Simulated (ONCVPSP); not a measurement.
zinc: ONCV pseudisation with PBE, fully relativistic reference atom.

ONCVPSP 4.0.1 was run on this input:

```
# ATOM AND REFERENCE CONFIGURATION
# atsym  z   nc   nv     iexc    psfile
  Zn 30.00    4    3        4      upf
#
#   n    l    f
    1    0    2.00
    2    0    2.00
    2    1    6.00
    3    0    2.00
    3    1    6.00
    3    2   10.00
    4    0    2.00
#
# PSEUDOPOTENTIAL AND OPTIMIZATION
# lmax
    2
#
#   l,   rc,      ep,       ncon, nbas, qcut
    0    1.65    0.00    4    8    4.30
    1    1.05    0.00    4    8   14.60
    2    0.90    0.00    5   10   14.00
#
# LOCAL POTENTIAL
# lloc, lpopt,  rc(5),   dvloc0
    4    5    0.60    1.00
#
# VANDERBILT-KLEINMAN-BYLANDER PROJECTORs
# l, nproj, debl
    0    3    1.80
    1    2    2.90
    2    2    3.90
#
# MODEL CORE CHARGE
# icmod, fcfact, rcfact
    0    0.00    0.00
#
# LOG DERIVATIVE ANALYSIS
# epsh1, epsh2, depsh
   -5.00    5.00    0.04
#
# OUTPUT GRID
# rlmax, drl
    6.00    0.01
#
# TEST CONFIGURATIONS
# ncnf
    4
# nvcnf
#   n    l    f
    3
    3    1    6.00
    3    2   10.00
    4    0    1.00
#
    3
    3    1    6.00
    3    2   10.00
    4    0    0.00
#
    3
    3    1    6.00
    3    2    9.00
    4    0    0.00
#
    3
    3    1    5.00
    3    2   10.00
    4    0    2.00
#
```

Command:

```bash
oncvpspr.x < Zn.dat > Zn.out
```

The program printed (shortened: citation, most of the input echo, consistency checks and plot data are left out):

```
ONCVPSP  (Optimized Norm-Conservinng Vanderbilt PSeudopotential)
relativistic version 4.0.1

#   n    l    f        energy (Ha)
    1    0    2.00    -3.4997014D+02
    2    0    2.00    -4.2552381D+01
    2    1    6.00    -3.6595043D+01    -3.7472342D+01
    3    0    2.00    -4.7478193D+00
    3    1    6.00    -3.0273315D+00    -3.1399494D+00
    3    2   10.00    -3.6741310D-01    -3.8051470D-01
    4    0    2.00    -2.1970460D-01

Reference configufation results
  iterations    32
  all-electron total energy (Ha)   -1.79608415D+03

Begin loop to  construct optimized pseudo wave functions
and semi-local pseudopoentials for all angular momenta

   Wellstate for l =  0  n =  5 kap= -1
     eigenvalue =   1.5803
     asymptotic potential =   2.0803
     half-point radius =  2.9283

   Wellstate for l =  0  n =  6 kap= -1
     eigenvalue =   3.3803
     asymptotic potential =   3.8803
     half-point radius =  3.1854

Calculating optimized projector #   1

 for l=   0

    Fraction of norm inside rc  0.157862
    Optimizing pswf for qcut=   4.29 a_B^-1,  ecut=   9.19 Ha
    Residual kinetic energy error=  9.11D-05 Ha

    Energy error per electron        Cutoff
         Ha          eV             Ha
         0.01000     0.27211        3.97
         0.00100     0.02721        6.36
         0.00010     0.00272        9.57
         0.00001     0.00027       60.72

Calculating optimized projector #   2

 for l=   0

    Fraction of norm inside rc  0.198176
    Optimizing pswf for qcut=   4.29 a_B^-1,  ecut=   9.19 Ha
    Residual kinetic energy error=  5.48D-03 Ha

    Energy error per electron        Cutoff
         Ha          eV             Ha
         0.01000     0.27211        8.27
         0.00100     0.02721       12.63
         0.00010     0.00272       54.05
         0.00001     0.00027       87.40

Calculating optimized projector #   3

 for l=   0

    Fraction of norm inside rc  0.109473
    Optimizing pswf for qcut=   4.29 a_B^-1,  ecut=   9.19 Ha
    Residual kinetic energy error=  2.41D-02 Ha

    Energy error per electron        Cutoff
         Ha          eV             Ha
         0.01000     0.27211       10.35
         0.00100     0.02721       15.00
         0.00010     0.00272       62.18
         0.00001     0.00027      112.01

WARNING wellstate: negative energy specified for n= 4 l=  1
WARNING scattering state with energy  0.25000000
WARNING will be used for the first projector

   Wellstate for l =  1  n =  4 kap= -2
     eigenvalue =   0.2500
     asymptotic potential =   0.7500
     half-point radius =  3.1115

Calculating optimized projector #   1

 for l=   1

    Fraction of norm inside rc  0.874832
    Optimizing pswf for qcut=  14.58 a_B^-1,  ecut= 106.33 Ha
    Residual kinetic energy error=  1.33D-08 Ha

    Energy error per electron        Cutoff
         Ha          eV             Ha
         0.01000     0.27211       40.68
         0.00100     0.02721       52.46
         0.00010     0.00272       63.14
         0.00001     0.00027       73.08

Calculating optimized projector #   2

 for l=   1

    Fraction of norm inside rc  0.037727
    Optimizing pswf for qcut=  14.58 a_B^-1,  ecut= 106.33 Ha
    Residual kinetic energy error=  4.79D-09 Ha

    Energy error per electron        Cutoff
         Ha          eV             Ha
         0.01000     0.27211       29.02
         0.00100     0.02721       41.19
         0.00010     0.00272       51.95
         0.00001     0.00027       60.96

   Wellstate for l =  1  n =  4 kap=  1
     eigenvalue =  -0.2399

Calculating optimized projector #   1

 for l=   1

    Fraction of norm inside rc  0.883011
    Optimizing pswf for qcut=  14.58 a_B^-1,  ecut= 106.33 Ha
    Residual kinetic energy error=  1.34D-08 Ha

    Energy error per electron        Cutoff
         Ha          eV             Ha
         0.01000     0.27211       42.20
         0.00100     0.02721       54.56
         0.00010     0.00272       65.79
         0.00001     0.00027       75.90

Calculating optimized projector #   2

 for l=   1

    Fraction of norm inside rc  0.037437
    Optimizing pswf for qcut=  14.58 a_B^-1,  ecut= 106.33 Ha
    Residual kinetic energy error=  4.21D-09 Ha

    Energy error per electron        Cutoff
         Ha          eV             Ha
         0.01000     0.27211       30.02
         0.00100     0.02721       42.67
         0.00010     0.00272       54.04
         0.00001     0.00027       63.61

   Wellstate for l =  2  n =  5 kap= -3
     eigenvalue =   3.5326
     asymptotic potential =   4.0326
     half-point radius =  2.5489

Calculating optimized projector #   1

 for l=   2

    Fraction of norm inside rc  0.601373
    Optimizing pswf for qcut=  14.02 a_B^-1,  ecut=  98.27 Ha
    Residual kinetic energy error=  1.92D-03 Ha

    Energy error per electron        Cutoff
         Ha          eV             Ha
         0.01000     0.27211       85.72
         0.00100     0.02721      132.56
         0.00010     0.00272      434.09
         0.00001     0.00027      489.81

Calculating optimized projector #   2

 for l=   2

    Fraction of norm inside rc  0.055284
    Optimizing pswf for qcut=  14.02 a_B^-1,  ecut=  98.27 Ha
    Residual kinetic energy error=  1.21D-03 Ha

    Energy error per electron        Cutoff
         Ha          eV             Ha
         0.01000     0.27211       81.24
         0.00100     0.02721       99.59
         0.00010     0.00272      213.26
         0.00001     0.00027      481.91

   Wellstate for l =  2  n =  5 kap=  2
     eigenvalue =   3.5195

Calculating optimized projector #   1

 for l=   2

    Fraction of norm inside rc  0.607121
    Optimizing pswf for qcut=  14.02 a_B^-1,  ecut=  98.27 Ha
    Residual kinetic energy error=  1.98D-03 Ha

    Energy error per electron        Cutoff
         Ha          eV             Ha
         0.01000     0.27211       85.91
         0.00100     0.02721      134.25
         0.00010     0.00272      435.37
         0.00001     0.00027      489.76

Calculating optimized projector #   2

 for l=   2

    Fraction of norm inside rc  0.055121
    Optimizing pswf for qcut=  14.02 a_B^-1,  ecut=  98.27 Ha
    Residual kinetic energy error=  1.24D-03 Ha

    Energy error per electron        Cutoff
         Ha          eV             Ha
         0.01000     0.27211       81.41
         0.00100     0.02721       99.82
         0.00010     0.00272      215.19
         0.00001     0.00027      483.79

Construct Vanderbilt / Kleinmman-Bylander projectors

B matrix Hermiticity error, ll=  0  kap= -1
   1   2    9.5781D-05
   1   3   -1.7617D-04
   2   3    1.2466D-04

  Orthonormal projector coefficients  2.4037E+01 -9.8874E+00  4.8374E+00

B matrix Hermiticity error, ll=  1  kap= -2
   1   2    4.2676D-04

  Orthonormal projector coefficients  1.4193E+01  1.9794E+00

B matrix Hermiticity error, ll=  1  kap=  1
   1   2    4.4487D-04

  Orthonormal projector coefficients  1.3892E+01  1.9406E+00

B matrix Hermiticity error, ll=  2  kap= -3
   1   2   -5.2460D-04

  Orthonormal projector coefficients -1.4848E+01 -5.8676E+00

B matrix Hermiticity error, ll=  2  kap=  2
   1   2   -5.2911D-04

  Orthonormal projector coefficients -1.4909E+01 -5.9073E+00

 Orthonormal scalar projector coefficients, l =  1
  1.4092E+01  1.9670E+00  4.2281E-04  4.2073E-07

 Orthonormal spin-orbit projector coefficients, l =  1
  2.8402E-01 -9.1354E-02  3.4134E-02 -2.2269E-05

 Orthonormal scalar projector coefficients, l =  2
 -1.4872E+01 -5.8834E+00 -2.1363E-05 -8.8641E-06

 Orthonormal spin-orbit projector coefficients, l =  2
  3.4609E-02  1.5086E-02 -7.3072E-03 -1.9302E-03

Pseudoatom total energy -173.716632

Diagnostic tests using Vanderbilt-Kleinman-Bylander pseudopotentials
  relativistic with J = L +/- 1/2 projectors

   l  kap   rcore       rmatch      e in        delta e    norm test   slope test

   0  -1   1.6510707   1.7012008  -0.2197046  -0.0000001   1.0000218   1.0000177
run_diag_r: lschvkbbe ERROR   2   0  -1  60  1.58029539E+00  1.37226585E+00
   0  -1   1.6510707   1.7012008   1.5802954  -0.2080295   0.0845857   0.1091259
run_diag_r: lschvkbbe ERROR   3   0  -1  60  3.38029539E+00  2.99226585E+00
   0  -1   1.6510707   1.7012008   3.3802954  -0.3880295   0.3898086   1.0762164

   1  -2   1.0541857   1.0861931  -3.0273315  -0.0000059   1.0002137   1.0002446
   1   1   1.0541857   1.0861931  -3.1399494   0.0000115   1.0002271   1.0002318
   1  -2   1.0541857   1.0861931   0.2500000   0.0000654   1.0004594   1.0004594
   1   1   1.0541857   1.0861931   0.2412641   0.0000769   1.0004592   1.0004592

   2  -3   0.9023388   0.9297357  -0.3674131  -0.0000462   1.0001468   1.0002154
   2   2   0.9023388   0.9297357  -0.3805147   0.0000534   1.0001730   1.0000788
   2  -3   0.9023388   0.9297357   3.5325869   0.0000029   1.0005124   1.0005124
   2   2   0.9023388   0.9297357   3.5300158   0.0000092   1.0005091   1.0005091

Diagnostic tests using Vanderbilt-Kleinman-Bylander pseudopotentials
  relativistic with scalar and spin-orbit non-local projectors

   l  kap   rcore       rmatch      e in        delta e    norm test   slope test

   0  -1   1.6510707   1.7012008  -0.2197046  -0.0000001   1.0000218   1.0000177
run_diag_r: lschvkbbe ERROR   2   0  -1  60  1.58029539E+00  1.37226585E+00
   0  -1   1.6510707   1.7012008   1.5802954  -0.2080295   0.0845857   0.1091259
run_diag_r: lschvkbbe ERROR   3   0  -1  60  3.38029539E+00  2.99226585E+00
   0  -1   1.6510707   1.7012008   3.3802954  -0.3880295   0.3898086   1.0762164

   1  -2   1.0541857   1.0861931  -3.0273315  -0.0000624   1.0002175   1.0002343
   1   1   1.0541857   1.0861931  -3.1399494  -0.0000450   1.0002306   1.0002218
   1  -2   1.0541857   1.0861931   0.2500000   0.0000307   1.0004521   1.0004521
   1   1   1.0541857   1.0861931   0.2412641   0.0000462   1.0004522   1.0004522

   2  -3   0.9023388   0.9297357  -0.3674131  -0.0000446   1.0001470   1.0002175
   2   2   0.9023388   0.9297357  -0.3805147   0.0000550   1.0001731   1.0000809
   2  -3   0.9023388   0.9297357   3.5325869   0.0000045   1.0005126   1.0005126
   2   2   0.9023388   0.9297357   3.5300158   0.0000108   1.0005093   1.0005093

Ghost test for J = L + 1/2

 Testing for bound ghosts
   n   l    E NL Schr. Eq   E Basis Diag.   E Cutoff

       0                       -4.838747    126.92  WARNING - GHOST(-)
   1   0       -0.219705       -0.189658    126.92

   2   1       -3.027337       -3.027254    273.15

   3   2       -0.367459       -0.341899    680.29

 Testing for highly-localized positive-energy ghosts
       l    <radius>/rc     E Basis Diag.   E Cutoff

       0        0.775452       13.559412    126.92  WARNING - GHOST(+)

Ghost test for J = L - 1/2

 Testing for bound ghosts
   n   l    E NL Schr. Eq   E Basis Diag.   E Cutoff

       0                       -4.838747    126.92  WARNING - GHOST(-)
   1   0       -0.219705       -0.189658    126.92

   2   1       -3.139938       -3.139870    273.15

   3   2       -0.380461       -0.355895    680.29

 Testing for highly-localized positive-energy ghosts
       l    <radius>/rc     E Basis Diag.   E Cutoff

       0        0.775452       13.559412    126.92  WARNING - GHOST(+)

Test configuration 0

   n   l kap    f        eae           eps        diff
   1   0  -1  2.0000 -349.97014344
   2   0  -1  2.0000  -42.55238118
   2   1  -2  4.0000  -36.59504302
   2   1   1  2.0000  -37.47234239
   3   0  -1  2.0000   -4.74781926
   3   1  -2  4.0000   -3.02733148   -3.02733733   -5.86E-06
   3   1   1  2.0000   -3.13994942   -3.13993791    1.15E-05
   3   2  -3  6.0000   -0.36741310   -0.36745935   -4.62E-05
   3   2   2  4.0000   -0.38051470   -0.38046128    5.34E-05
   4   0  -1  2.0000   -0.21970460   -0.21970466   -5.91E-08

    Total energies and differences
      AE_ref= -1.79608415E+03  AE_tst= -1.79608415E+03  dif=  0.00E+00
      PS_ref= -1.73716632E+02  PS_tst= -1.73716632E+02  dif= -1.51E-12
      PSP excitation error=  1.51E-12

Test configuration 1

   n   l kap    f        eae           eps        diff
   1   0  -1  2.0000 -350.32715661
   2   0  -1  2.0000  -42.90179435
   2   1  -2  4.0000  -36.94505461
   2   1   1  2.0000  -37.82243450
   3   0  -1  2.0000   -5.10308090
   3   1  -2  4.0000   -3.38318417   -3.38093676    2.25E-03
   3   1   1  2.0000   -3.49561396   -3.49326979    2.34E-03
   3   2  -3  6.0000   -0.72086928   -0.71951789    1.35E-03
   3   2   2  4.0000   -0.73406706   -0.73259600    1.47E-03
   4   0  -1  1.0000   -0.51437573   -0.51490428   -5.29E-04

    Total energies and differences
      AE_ref= -1.79608415E+03  AE_tst= -1.79572074E+03  dif=  3.63E-01
      PS_ref= -1.73716632E+02  PS_tst= -1.73353007E+02  dif=  3.64E-01
      PSP excitation error= -2.13E-04

Test configuration 2

   n   l kap    f        eae           eps        diff
   1   0  -1  2.0000 -350.74357910
   2   0  -1  2.0000  -43.30654366
   2   1  -2  4.0000  -37.35071402
   2   1   1  2.0000  -38.22821799
   3   0  -1  2.0000   -5.51511214
   3   1  -2  4.0000   -3.79565160   -3.78970838    5.94E-03
   3   1   1  2.0000   -3.90789625   -3.90171859    6.18E-03
   3   2  -3  6.0000   -1.12852395   -1.12478184    3.74E-03
   3   2   2  4.0000   -1.14186693   -1.13797189    3.90E-03
   4   0  -1  0.0000   -0.84619131   -0.84619131    0.00E+00

    Total energies and differences
      AE_ref= -1.79608415E+03  AE_tst= -1.79504297E+03  dif=  1.04E+00
      PS_ref= -1.73716632E+02  PS_tst= -1.72674216E+02  dif=  1.04E+00
      PSP excitation error= -1.24E-03

Test configuration 3

psatom_r: WARNING lschvkbb convergence error n,l,kap,iter=   1   0  -1

$
ea(ii),et,emin,emax -8.735937E-01 -8.978453E-01 -8.978453E-01 -8.978453E-01
run_config_r: WARNING for fully non-local PS atom,
 WARNING no output for configuration 4

Test configuration 4

   n   l kap    f        eae           eps        diff
   1   0  -1  2.0000 -350.81950348
   2   0  -1  2.0000  -43.27737132
   2   1  -2  4.0000  -37.33293441
   2   1   1  2.0000  -38.21182135
   3   0  -1  2.0000   -5.41480528
   3   1  -2  3.3333   -3.68708717   -3.69237188   -5.28E-03
   3   1   1  1.6667   -3.80181835   -3.80730254   -5.48E-03
   3   2  -3  6.0000   -0.98992426   -0.99736307   -7.44E-03
   3   2   2  4.0000   -1.00429443   -1.01170371   -7.41E-03
   4   0  -1  2.0000   -0.58736950   -0.58430018    3.07E-03

    Total energies and differences
      AE_ref= -1.79608415E+03  AE_tst= -1.79270086E+03  dif=  3.38E+00
      PS_ref= -1.73716632E+02  PS_tst= -1.70331139E+02  dif=  3.39E+00
      PSP excitation error= -2.20E-03
```

Note: ghosts flagged at negative energy: s at -131.7 eV; GHOST(+) flagged for s at 369.0 eV. A true bound ghost makes a file unfit for plane-wave use.

The run took about 23 s on one core of a shared server CPU.
